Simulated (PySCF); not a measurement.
C2H8FNSi2, SMILES F[C@H]1C[SiH2][Si@@H]1N. Coordinates come from a r2SCAN-D4/def2-SVP optimisation. The structure was generated by enumeration; whether it is a known compound was not checked. The values are those of a single conformer.

Calculation: r2SCAN-D4/def2-SVP in PySCF.

Harmonic wavenumbers (cm⁻¹): 111, 144, 172, 228, 259, 310, 338, 389, 425, 463, 534, 621, 641, 685, 702, 739, 835, 871, 898, 934, 977, 1032, 1054, 1127, 1232, 1341, 1421, 1534, 2203, 2212, 2226, 2994, 3037, 3113, 3590, 3695. Rotational constants (GHz): 2.332, 2.217, 1.236; symmetry number 1.

Work out the zero-point energy and the ideal-gas rigid-rotor harmonic-oscillator thermochemistry at 298.15 K and 1 atm.

ZPE = ½ Σ hcν = ½ × 43089 cm⁻¹ = 257.73 kJ/mol. H − E(el) = 282.91 kJ/mol. Entropy in J/(mol K): translation 168.58, rotation 118.45, vibration 85.58, total 372.62. G − E(el) = 171.81 kJ/mol. Cp = 143.00 J/(mol K). Modes under 150 cm⁻¹ make the vibrational entropy uncertain.
